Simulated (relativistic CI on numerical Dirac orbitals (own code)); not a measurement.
## Crystal-field levels of Mo³⁺, 4d3

Calculated by Dirac-Coulomb-Breit CI, separate exchange-only KLI orbitals for each configuration, a model potential for QED, valence Slater integrals scaled by 0.7, one configuration in a parametric crystal field (own radial code).

Field parameters in Wybourne normalisation: Oh B⁴₀ = 21Dq, B⁴₄ = √(5/14) B⁴₀. The field is a parameter set, without covalency.

S and J are read from ⟨S²⟩ = S(S + 1) and ⟨J²⟩ = J(J + 1) of each level; they are not fictitious spins.

Oh, 10Dq = 6000 cm⁻¹, the lowest 16 levels:

| E (cm⁻¹) | Degeneracy | Irrep | S | J |
| --- | --- | --- | --- | --- |
| 0.0 | 4 | Γ8 | 1.50 | 3.17 |
| 5833 | 2 | Γ7 | 1.50 | 3.07 |
| 5864 | 4 | Γ8 | 1.48 | 3.14 |
| 6138 | 4 | Γ8 | 1.49 | 3.50 |
| 6317 | 2 | Γ6 | 1.49 | 3.63 |
| 9517 | 2 | Γ7 | 1.48 | 2.96 |
| 9642 | 4 | Γ8 | 1.39 | 3.41 |
| 9905 | 4 | Γ8 | 1.30 | 3.79 |
| 10459 | 2 | Γ6 | 1.41 | 3.85 |
| 10861 | 4 | Γ8 | 0.65 | 3.85 |
| 11592 | 2 | Γ6 | 0.63 | 3.69 |
| 11715 | 4 | Γ8 | 0.88 | 4.20 |
| 14886 | 4 | Γ8 | 0.54 | 3.66 |
| 15055 | 2 | Γ7 | 0.54 | 3.51 |
| 15476 | 2 | Γ6 | 0.76 | 3.95 |
| 16138 | 4 | Γ8 | 1.29 | 2.55 |

Oh, 10Dq = 10750 cm⁻¹, the lowest 16 levels:

```csv
E (cm⁻¹),Degeneracy,Irrep,S,J
0.0,4,Γ8,1.50,3.32
9974,4,Γ8,1.11,3.64
10519,2,Γ7,1.50,3.11
10702,4,Γ8,1.42,3.58
10744,2,Γ6,1.29,3.67
11156,4,Γ8,0.67,3.83
11872,4,Γ8,1.04,3.77
11923,2,Γ6,0.85,3.61
15329,2,Γ7,1.25,3.13
15586,4,Γ8,1.19,3.31
16281,2,Γ6,1.46,3.22
16404,4,Γ8,1.46,3.33
16668,4,Γ8,0.99,3.40
17086,2,Γ7,0.89,3.64
20129,2,Γ6,0.58,4.13
21584,2,Γ7,0.51,4.34
```

Oh, 10Dq = 15550 cm⁻¹, the lowest 10 levels:

```tsv
E (cm⁻¹)	Degeneracy	Irrep	S	J
0.0	4	Γ8	1.50	3.37
10909	4	Γ8	0.55	3.91
11394	4	Γ8	0.52	4.10
11661	2	Γ6	0.53	3.66
15261	2	Γ7	1.48	3.14
15378	4	Γ8	1.44	3.38
15881	4	Γ8	1.47	3.46
15888	2	Γ6	1.49	3.64
17117	4	Γ8	0.63	3.58
17232	2	Γ7	0.59	3.84
```

The free-ion ground term has S = 3/2. Every field shown keeps that spin.

Levels of this model without a field, named by their leading LS term (the scale mimics covalency, so terms lie below those of the real free ion): ⁴F3/2 0, ⁴F5/2 723, ⁴F7/2 1627, ⁴F9/2 2645, ⁴P1/2 9341, ⁴P3/2 9358, ²G7/2 10233, ⁴P5/2 10503 cm⁻¹.
